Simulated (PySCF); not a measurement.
Compound: C7H4FNO.
Structure used (PBE0-D3(BJ)/def2-TZVP), in Å, numbered top down from 1:
```
atom  x, y, z in Å
O1     4.1804    0.4123    0.6174
C2     3.1190   -0.0188    0.4135
N3     2.0804   -0.5796    0.1934
C4     0.7344   -0.2743    0.0582
C5     0.2609    1.0301    0.1888
C6    -1.0919    1.2828    0.0445
C7    -1.9864    0.2582   -0.2285
C8    -1.4873   -1.0235   -0.3520
F9    -2.3314   -2.0261   -0.6143
C10   -0.1456   -1.3151   -0.2149
H11    0.9539    1.8349    0.4019
H12   -1.4579    2.2973    0.1463
H13   -3.0473    0.4380   -0.3444
H14    0.2120   -2.3307   -0.3179
```

Level: wB97X-D/pcSseg-2 in PySCF, non-relativistic, on one gas-phase PBE0-D3(BJ)/def2-TZVP geometry that isn't relaxed in the solvent. The solvent is an IEF-PCM continuum (van der Waals radii × 1.2). Specific hydrogen bonds and non-electrostatic terms are outside this model.

Gas phase at wB97X-D/pcSseg-2: HOMO -8.90 eV, LUMO 0.67 eV, dipole 1.84 D.

Question: What does the continuum do to the energy, the frontier levels and the dipole at wB97X-D/pcSseg-2 in chloroform?

Answer: 
| solvent | ε | E(solvent) − E(gas) (kcal/mol) | polarisation term (kcal/mol) | distortion of the solute (kcal/mol) | HOMO (eV) | LUMO (eV) | dipole (D) |
| --- | --- | --- | --- | --- | --- | --- | --- |
| chloroform | 4.711 | -3.05 | -3.34 | 0.29 | -8.77 | 0.81 | 2.21 |

The polarisation term is half the interaction of the solute with the surface charges that it induces; the rest is the cost of distorting the solute's density. The sum is the electrostatic part of solvation alone.

Question: Which radius a makes the point-dipole formula ΔE = −[(ε − 1)/(2ε + 1)]·μ²/a³ give the value in chloroform, with the gas-phase dipole?

Answer: μ = 0.724 au and |ΔE| = 0.00486 Eh give a = 1.78 Å; the farthest nucleus lies 4.25 Å from the centroid of the nuclei, so such a sphere wouldn't even hold the nuclei. The formula assumes a rigid point dipole at the centre of a sphere.

Question: Give the dipole vector in the frame of the coordinates (D, pointing from negative to positive charge), gas and chloroform.

Answer: Gas (-1.31, 1.30, 0.02), solvent (-1.52, 1.60, 0.04). Its length changes by +20 % and its direction by 2°.

wB97X-D is run here without its empirical dispersion term; that term would change no orbital, density or response property at a fixed geometry.
